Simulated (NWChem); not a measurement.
Everything below was run with NWChem. System: GeS, charge 0, spin multiplicity 1, displaced from the optimised geometry. The structure started from a generated list of species.

Input file:

```
start mol
memory heap 200 mb stack 900 mb global 1100 mb
geometry units angstroms nocenter noautoz noautosym
  Ge     0.000000     0.000000     2.690719
  S      0.000000     0.000000    -1.345359
end
basis spherical
  * library def2-svp
end
dft
  xc xpbe96 cpbe96
  semidirect memsize 60000000 filesize 0
  iterations 100
end
task dft energy
```

The output up to the point where the run's verdict is printed (cleaned and shortened):

```
             Northwest Computational Chemistry Package (NWChem) 7.3.0
             --------------------------------------------------------

                                NWChem Input Module
                                -------------------

 Scaling coordinates for geometry "geometry" by  1.889725989
 (inverse scale =  0.529177249)

                             Geometry "geometry" -> ""
                             -------------------------

 Output coordinates in angstroms (scale by  1.889725989 to convert to a.u.)

  No.       Tag          Charge          X              Y              Z
 ---- ---------------- ---------- -------------- -------------- --------------
    1 Ge                  32.0000     0.00000000     0.00000000     2.69071900
    2 S                   16.0000     0.00000000     0.00000000    -1.34535900

 Effective nuclear repulsion energy (a.u.)      67.1292159091

            Nuclear Dipole moment (a.u.)
            ----------------------------
        X                 Y               Z
 ---------------- ---------------- ----------------
     0.0000000000     0.0000000000   122.0333340522


 Summary of "ao basis" -> "" (spherical)
 ------------------------------------------------------------------------------
       Tag                 Description            Shells   Functions and Types
 ---------------- ------------------------------  ------  ---------------------
 *                          def2-svp                  on all atoms

  pbe96 is a nonlocal functional; adding pw91lda local functional.

                                 NWChem DFT Module
                                 -----------------

 Summary of "ao basis" -> "ao basis" (spherical)
 ------------------------------------------------------------------------------
       Tag                 Description            Shells   Functions and Types
 ---------------- ------------------------------  ------  ---------------------
 Ge                         def2-svp                12       32   5s4p3d
 S                          def2-svp                 8       18   4s3p1d

 Summary of "ao basis" -> "ao basis" (spherical)
[...]
 d= 0,ls=0.5,diis    52  -2473.9875336828 -1.58D-02  8.92D-04  5.81D-01     3.2
 d= 0,ls=0.5,diis    53  -2473.9704576217  1.71D-02  8.96D-04  6.43D-01     3.2
 d= 0,ls=0.5,diis    54  -2473.9505131759  1.99D-02  4.17D-03  7.05D-01     3.3
 d= 0,ls=0.5,diis    55  -2473.8538115592  9.67D-02  1.51D-03  9.81D-01     3.3
 d= 0,ls=0.5,diis    56  -2473.8203715233  3.34D-02  3.99D-03  1.02D+00     3.4
 d= 0,ls=0.5,diis    57  -2473.9106370967 -9.03D-02  3.03D-03  7.62D-01     3.5
 d= 0,ls=0.5,diis    58  -2473.9794429073 -6.88D-02  2.56D-03  5.77D-01     3.5
 d= 0,ls=0.5,diis    59  -2474.0321548109 -5.27D-02  9.96D-04  4.04D-01     3.6
 d= 0,ls=0.5,diis    60  -2474.0423439967 -1.02D-02  1.19D-03  3.78D-01     3.6
 d= 0,ls=0.5,diis    61  -2474.0624362010 -2.01D-02  1.50D-03  3.05D-01     3.7
 d= 0,ls=0.5,diis    62  -2474.0854199307 -2.30D-02  1.50D-03  2.15D-01     3.7
 d= 0,ls=0.5,diis    63  -2474.1044313345 -1.90D-02  1.41D-03  1.35D-01     3.8
 d= 0,ls=0.5,diis    64  -2474.1183005912 -1.39D-02  6.21D-04  7.36D-02     3.8
 d= 0,ls=0.5,diis    65  -2474.1201844255 -1.88D-03  3.47D-04  6.78D-02     3.9
 d= 0,ls=0.5,diis    66  -2474.1211185408 -9.34D-04  2.68D-04  6.49D-02     3.9
 d= 0,ls=0.5,diis    67  -2474.1218780987 -7.60D-04  2.85D-04  6.19D-02     4.0
 d= 0,ls=0.5,diis    68  -2474.1236926380 -1.81D-03  3.09D-04  5.33D-02     4.0
 d= 0,ls=0.5,diis    69  -2474.1256244935 -1.93D-03  3.04D-04  4.39D-02     4.1
 d= 0,ls=0.5,diis    70  -2474.1273780249 -1.75D-03  1.62D-04  3.52D-02     4.2
 d= 0,ls=0.5,diis    71  -2474.1279930967 -6.15D-04  1.37D-04  3.25D-02     4.2
 d= 0,ls=0.5,diis    72  -2474.1285239185 -5.31D-04  1.94D-04  3.00D-02     4.3
 d= 0,ls=0.5,diis    73  -2474.1276266882  8.97D-04  1.88D-04  3.51D-02     4.3
 d= 0,ls=0.5,diis    74  -2474.1265423931  1.08D-03  1.98D-04  4.09D-02     4.4
 d= 0,ls=0.5,diis    75  -2474.1252935652  1.25D-03  1.75D-04  4.73D-02     4.4
 d= 0,ls=0.5,diis    76  -2474.1245445647  7.49D-04  1.37D-04  5.11D-02     4.5
 d= 0,ls=0.5,diis    77  -2474.1237983334  7.46D-04  1.35D-04  5.49D-02     4.5
 d= 0,ls=0.5,diis    78  -2474.1229206390  8.78D-04  1.35D-04  5.94D-02     4.6
 d= 0,ls=0.5,diis    79  -2474.1219591855  9.61D-04  1.18D-04  6.43D-02     4.6
 d= 0,ls=0.5,diis    80  -2474.1211143114  8.45D-04  1.22D-04  6.85D-02     4.7
 d= 0,ls=0.5,diis    81  -2474.1204383609  6.76D-04  1.54D-04  7.22D-02     4.7
 d= 0,ls=0.5,diis    82  -2474.1202667746  1.72D-04  1.51D-04  7.32D-02     4.8
 d= 0,ls=0.5,diis    83  -2474.1196538346  6.13D-04  1.51D-04  7.63D-02     4.9
 d= 0,ls=0.5,diis    84  -2474.1187857487  8.68D-04  1.24D-04  8.07D-02     4.9
 d= 0,ls=0.5,diis    85  -2474.1179930341  7.93D-04  1.61D-04  8.47D-02     5.0
 d= 0,ls=0.5,diis    86  -2474.1175185434  4.74D-04  1.35D-04  8.73D-02     5.0
 d= 0,ls=0.5,diis    87  -2474.1170466218  4.72D-04  1.24D-04  8.98D-02     5.1
 d= 0,ls=0.5,diis    88  -2474.1163071986  7.39D-04  1.70D-04  9.35D-02     5.1
 d= 0,ls=0.5,diis    89  -2474.1154237487  8.83D-04  1.62D-04  9.78D-02     5.2
 d= 0,ls=0.5,diis    90  -2474.1148805850  5.43D-04  1.65D-04  1.01D-01     5.2
 d= 0,ls=0.5,diis    91  -2474.1144603726  4.20D-04  1.34D-04  1.03D-01     5.3
 d= 0,ls=0.5,diis    92  -2474.1141997208  2.61D-04  1.13D-04  1.04D-01     5.3
 d= 0,ls=0.5,diis    93  -2474.1138069773  3.93D-04  2.49D-04  1.06D-01     5.4
 d= 0,ls=0.5,diis    94  -2474.1147149974 -9.08D-04  1.71D-04  1.02D-01     5.4
 d= 0,ls=0.5,diis    95  -2474.1149178661 -2.03D-04  1.30D-04  1.01D-01     5.5
 d= 0,ls=0.5,diis    96  -2474.1144072900  5.11D-04  2.74D-04  1.04D-01     5.6
 d= 0,ls=0.5,diis    97  -2474.1123381915  2.07D-03  2.45D-04  1.13D-01     5.6
 d= 0,ls=0.5,diis    98  -2474.1105806919  1.76D-03  2.22D-04  1.21D-01     5.7
 d= 0,ls=0.5,diis    99  -2474.1097431682  8.38D-04  1.76D-04  1.26D-01     5.7
 d= 0,ls=0.5,diis   100  -2474.1088124457  9.31D-04  2.08D-04  1.30D-01     5.8
```

Convergence was not reached. The next line reads: Calculation failed to converge. NWChem stopped with the message: dft energy failed.
